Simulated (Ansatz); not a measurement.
Basis sets compared for the cluster AlF₃. The state is a singlet with charge 0. Geometry PBE-D4/def2-TZVP. Ansatz on 4 threads of Arm Neoverse N1 on a shared host; times are rough, and most runs start from earlier orbitals.

```xyz
4

Al    0.000    0.000    0.000
F    -1.506    0.125   -0.655
F     0.179   -0.160    1.630
F     1.327    0.034   -0.975
```

The structure comes from a short search, and lower isomers may exist.

Binding counts from free atoms (Al doublet, F doublet) in the same basis, without a counterpoise term.

| level | functions | energy (Eh) | HOMO (eV) | LUMO (eV) | binding per atom (eV) | wall time |
| --- | --- | --- | --- | --- | --- | --- |
| HF/STO-3G | 24 | -533.2449 | -10.22 | 9.88 | 2.90 | 0.15 s |
| HF/def2-TZVP | 130 | -540.6161 | -17.22 | 1.30 | 3.44 | 0.71 s |
| PBE-D4/def2-SVP | 60 | -541.4369 | -9.16 | -2.24 | 4.60 | 0.55 s |
| PBE-D4/def2-TZVP | 130 | -541.9146 | -9.61 | -2.50 | 4.62 | 1.1 s |
| r2SCAN-D4/def2-TZVP | 130 | -542.1889 | -10.11 | -1.98 | 4.59 | 2.2 s |
| PBE0-D4/def2-SVP | 60 | -541.4596 | -11.37 | -1.38 | 4.41 | 0.7 s |
| PBE0-D4/def2-TZVP (with forces) | 130 | -541.9331 | -11.70 | -1.61 | 4.46 | 1.6 s |

**Question.** Estimate the rows for PBE-D4/def2-TZVPD, r2SCAN-D4/def2-TZVPD, PBE0-D4/def2-TZVPD.

**Answer.** 
| level | functions | energy (Eh) | HOMO (eV) | LUMO (eV) | binding per atom (eV) | wall time |
| --- | --- | --- | --- | --- | --- | --- |
| PBE-D4/def2-TZVPD | 163 | -541.9179 | -9.69 | -2.65 | 4.62 | 1.5 s |
| r2SCAN-D4/def2-TZVPD | 163 | -542.1913 | -10.16 | -2.10 | 4.59 | 2.8 s |
| PBE0-D4/def2-TZVPD | 163 | -541.9358 | -11.77 | -1.79 | 4.46 | 1.9 s |
